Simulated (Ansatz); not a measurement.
Relaxation of CH$_{6}$GeN$_{2}$O (11 atoms, charge 0, multiplicity 1), to a largest force component of 0.02 eV/Å in at most 50 steps.

These are results of RKS PBE-D4/def2-SVP (Ansatz 0.2.0), not measurements.

```xyz
11
Properties=species:S:1:pos:R:3:forces:R:3
N -0.932 0.464 1.460 -2.15 1.68 -0.85
C -0.557 -0.429 0.402 -3.30 2.42 -0.70
N 0.735 -0.909 0.580 2.61 -0.95 2.74
Ge 0.720 0.316 -0.906 -2.75 0.09 -2.36
O 0.764 -0.652 -2.432 0.21 -0.17 -0.35
H -1.916 0.893 1.163 2.28 -1.09 0.95
H -0.312 1.336 1.494 -0.47 -0.76 0.32
H 0.556 -1.934 0.565 1.67 0.17 0.54
H 1.256 -0.370 1.401 -0.23 -1.88 -0.73
H 1.721 1.399 -0.637 1.45 0.23 0.18
H -0.181 -0.907 -2.595 0.67 0.27 0.26
```

Question: Where does it end, and by what steps?

Answer: The forces met the threshold. After 20 steps the energy has fallen by 4.049 eV; H7 moved furthest, 1.27 Å. Parted: N3–Ge4 (1.93 → 2.87 Å).

```csv
step,energy less start (eV),largest force component (eV/Å),accepted
0,0.0000,3.296,yes
1,-1.2144,1.753,yes
2,-1.6270,1.202,yes
3,-1.8746,1.097,yes
4,-2.1999,1.060,yes
5,-2.3992,1.595,yes
6,-2.5442,1.385,yes
7,-2.7762,1.341,yes
8,-3.0833,1.224,yes
9,-3.3523,1.770,yes
10,-3.6122,2.058,yes
11,-3.8543,1.184,yes
12,-3.9795,0.225,yes
13,-4.0196,0.493,yes
14,-4.0408,0.174,yes
15,-4.0436,0.218,yes
16,-4.0484,0.065,yes
17,-4.0490,0.034,yes
18,-4.0490,0.024,yes
19,-4.0493,0.020,yes
20,-4.0494,0.018,yes
```

```xyz
11
Properties=species:S:1:pos:R:3
N -0.753 0.818 1.410
C -0.133 0.118 0.453
N 0.506 -1.010 0.706
Ge -0.124 0.588 -1.596
O 1.086 -0.904 -1.804
H -1.226 1.687 1.164
H -0.751 0.558 2.401
H 0.962 -1.385 -0.178
H 0.612 -1.436 1.633
H 1.023 1.674 -1.256
H 0.652 -1.502 -2.440
```

Whether the end is a true minimum wasn't checked by a vibrational analysis.

The run took 50 s on 2 threads of AMD EPYC 7R43 64-Core Processor (Zen 3), with other jobs on the host, peak memory 0.18 GiB.
